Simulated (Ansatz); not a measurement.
Computed with Ansatz on PBE0-D4/def2-TZVP structures; ΔE is electronic, products minus reactants. CCSD(T)/CBS is the MP2 limit (def2-TZVPP, def2-QZVPP) plus CCSD(T) − MP2 in def2-TZVPP, frozen cores. Elements past krypton have def2 core potentials. For Ge, Zr outer-core shells are correlated without core-valence functions, which leaves a few kJ/mol of doubt a bond. Scalar relativity is left out up to krypton. Each species was taken in one conformer, which may not be the lowest.

Reaction (redistribution): `C#[C][Zr]([OH])([OH])[F]` + `Cl[CH2][GeH3]` → `C#[C][Zr]([OH])([F])[Cl]` + `O[CH2][GeH3]`

`C#[C][Zr]([OH])([OH])[F]`:

```xyz
9

C     1.862   -0.569    1.918
C     1.084   -0.406    1.000
Zr   -0.308   -0.144   -0.688
O    -2.074   -0.451   -0.043
O    -0.082    1.624   -1.362
F     0.107   -1.411   -2.054
H     2.547   -0.714    2.723
H    -2.996   -0.445    0.198
H    -0.140    2.516   -1.692
```

`Cl[CH2][GeH3]`:

Cartesian coordinates in Å:
```
Cl -1.704 0.788 -1.271
C -0.003 0.394 -0.915
Ge 0.163 -0.400 0.876
H 0.343 -0.296 -1.683
H 0.571 1.317 -0.989
H -0.344 0.607 1.916
H -0.671 -1.686 0.930
H 1.645 -0.724 1.138
```

`C#[C][Zr]([OH])([F])[Cl]`:

Cartesian coordinates in Å:
```
C -1.647 -1.728 -0.828
C -0.930 -0.807 -0.488
Zr 0.325 0.878 0.094
O 1.614 0.234 1.314
F -0.757 2.188 0.931
Cl 1.359 1.771 -1.816
H -2.276 -2.536 -1.127
H 2.312 0.000 1.920
```

`O[CH2][GeH3]`:

Z-matrix (Å, degrees):
```
C
Ge 1 1.968
O 1 1.415 2 108.0
H 1 1.098 2 108.5 3 -121.7
H 1 1.098 2 108.5 3 121.7
H 2 1.536 1 110.0 3 -60.7
H 2 1.540 1 108.6 3 179.8
H 2 1.536 1 110.0 3 60.2
H 3 0.960 1 108.8 2 180.0
```

| species | MP2/def2-TZVPP energy (Eh) |
| --- | --- |
| `C#[C][Zr]([OH])([OH])[F]` | -374.88653 |
| `Cl[CH2][GeH3]` | -2576.29407 |
| `C#[C][Zr]([OH])([F])[Cl]` | -758.87778 |
| `O[CH2][GeH3]` | -2192.29906 |

Work out ΔE.

ΔE = (-758.87778) + (-2192.29906) − (-374.88653) − (-2576.29407) = 0.00376 Eh = +9.9 kJ/mol. CCSD(T)/CBS gives +9.4 kJ/mol.

Largest T1 diagnostic among the species: 0.017.

In def2-TZVPP, CCSD(T) changes the Hartree–Fock value by +9.7 kJ/mol (the triples alone add +0.2 kJ/mol) and MP2 by +13.7 kJ/mol. Leaving LDA and LC-ωPBE aside and taking each functional with its dispersion term where it has one, the values, not all of them listed here, spread over 9.8 kJ/mol, from B97M-V to ωB97M-V. From BLYP to BHLYP (50 % exact exchange), in def2-TZVPP and without D4, ΔE moves by −3.3 kJ/mol.
